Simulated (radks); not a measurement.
Results of a calculation; reference values are marked as such.
Ho35+, configuration [Ar] 3d10 4s2 4p2. Level of theory: scalar-relativistic Kohn-Sham, SCAN, spin-unpolarised, spherical densities, finite nucleus; meta-GGA in the generalised Kohn-Sham scheme; Fermi nuclear charge, rms radius 5.2022 fm (a radial shooting solver on a logarithmic mesh with Libxc functionals). Some entries of the table are withheld. Estimate them.

orbital,occ.,eigenvalue (hartree),r(max) (bohr)
1s,2,(1),0.01311
2s,2,-395.4273,0.07449
2p,6,(2),0.06056
3s,2,(3),0.2094
3p,6,(4),0.2056
3d,10,-100.4195,0.1675
4s,2,-59.20716,0.4513
4p,2,(5),0.4625

Answer. 
(1) 1s eigenvalue (hartree): -2095.739
(2) 2p eigenvalue (hartree): -356.3373
(3) 3s eigenvalue (hartree): -127.4174
(4) 3p eigenvalue (hartree): -115.3447
(5) 4p eigenvalue (hartree): -54.65595
